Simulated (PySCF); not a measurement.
A structure optimised at r2SCAN-D4/def2-SVP, used in a PySCF frequency run:

```xyz
7

O     -0.6543     1.6605     0.1691
Si    -0.2246     0.0811     0.2379
O     -1.5657    -0.8347     0.0948
F      0.5366    -0.1964     1.6329
Cl     1.0847    -0.4615    -1.2303
H      0.0206     2.3285     0.3376
H     -2.3845    -0.4570     0.4381
```

Q: Write its SMILES and formula.

A: O[Si](O)(F)Cl, ClFH2O2Si

Q: What are its rotational constants (standard atomic weights)?

A: 3.9453, 2.4053, 2.3556 GHz
